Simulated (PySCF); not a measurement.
# Ionisation energy of Xe by level of theory

Xe [Xe] (1S) → Xe⁺ [Kr] 4d10 5s2 5p5 (2P), as a difference of total energies. All numbers are calculated (PySCF 2.14, the non-relativistic Hamiltonian (point nucleus), in dyall-av2z). Correlated levels: valence: [Kr] 4d10 frozen; virtual orbitals above 40 to 60 times the deepest correlated orbital energy dropped. The calculations carry no spin-orbit coupling.

| method | ionisation energy (eV) |
| --- | --- |
| UHF | 11.626 |
| LDA | 12.742 |
| PBE | 12.460 |
| PBE0 | 12.535 |
| r2SCAN | 12.585 |
| revPBE | 12.389 |
| HSE06 | 12.533 |
| r2SCAN0 | 12.603 |
| MP2 (valence) | 12.290 |
| SCS-MP2 (valence) | 12.222 |

Question: How much does correlation contribute at MP2 (valence)?

Answer: 12.290 − (11.626) = 0.664 eV, measured against UHF.

These non-relativistic numbers lack the scalar-relativistic shift.

For comparison: 12.565 eV (measured; NIST levels, between the centres of gravity of the two terms).
